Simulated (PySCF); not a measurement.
# From computed data to an observable: entropy of an ideal gas

CsF, SMILES [F][Cs].

The structure is a stationary point at B3LYP-D3(BJ)/def2-TZVPD. The def2 effective core potentials stand for the cores of Cs; spin–orbit coupling is left out.

B3LYP-D3(BJ)/def2-TZVPD (PySCF 2.14.0) gives the harmonic wavenumbers 344 cm⁻¹ and the rotational temperature 0.2498 K. The molar mass is 151.90 g/mol, the symmetry number 1, the spin multiplicity 1.

Question: Work out the entropy at 298.15 K and 1 atm in the rigid-rotor, harmonic-oscillator model.

Answer: 
Translation (Sackur–Tetrode at 1 atm): S = R[1.5 ln M + 2.5 ln T − 1.16487] = 171.4 J/(mol K).
Rotation: q = T/(σ θ) = 1190, S = R[ln q + 1] = 67.2 J/(mol K).
Vibration: with u = 1.4388 ν/T, each mode gives R[u/(e^u − 1) − ln(1 − e^−u)]:
```json
[
 {"ν (cm⁻¹)": "344", "modes": "1", "u": "1.66", "S (J/(mol K))": "4.99"}
]
```
These are all the modes. Sum 5.0 J/(mol K).
Spin: R ln 1 = 0.0 J/(mol K).
Total 243.6 J/(mol K); the program's own thermochemistry gives 243.6. Translation makes up 70 % and vibration 2 %. Anharmonicity, hindered rotation and orbital degeneracy are left out.
